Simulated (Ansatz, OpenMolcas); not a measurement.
How methods differ on CH4AlClO (SMILES C[O][AlH][Cl])

CH4AlClO has 8 atoms, charge 0, and is taken as a singlet. As SMILES, `C[O][AlH][Cl]`. Geometry: relaxed at PBE0-D4/def2-TZVP. This is one conformer, not always the lowest.

Quantity: the HOMO–LUMO gap, in eV. The values are calculated.

```tsv
level	kind	program	value (eV)	CPU time
HF/6-31G* (spherical functions)	Hartree–Fock	Ansatz	14.22	2 s
SVWN5/6-31G* (spherical functions)	LDA	OpenMolcas	5.33	12 s
revPBE/6-31G* (spherical functions)	GGA	Ansatz	5.44	3.9 s
B3LYP/6-31G* (spherical functions)	global hybrid	Ansatz	7.23	5.9 s
PBE0/6-31G* (spherical functions)	global hybrid	Ansatz	7.70	4.6 s
HSE06/6-31G* (spherical functions)	range-separated hybrid	Ansatz	6.92	5.2 s
wB97M-V/6-31G* (spherical functions)	range-separated hybrid	Ansatz	11.67	39 s
PBE-QIDH/6-31G* (spherical functions)	double hybrid	Ansatz	11.71	6 s
```

The values span 5.33 to 14.22 eV. Orbital gaps aren't excitation energies, and those of double hybrids come from the SCF part alone; they tend to grow with the share of exact exchange. CPU times are rough (shared hosts, several kinds of processor and program).
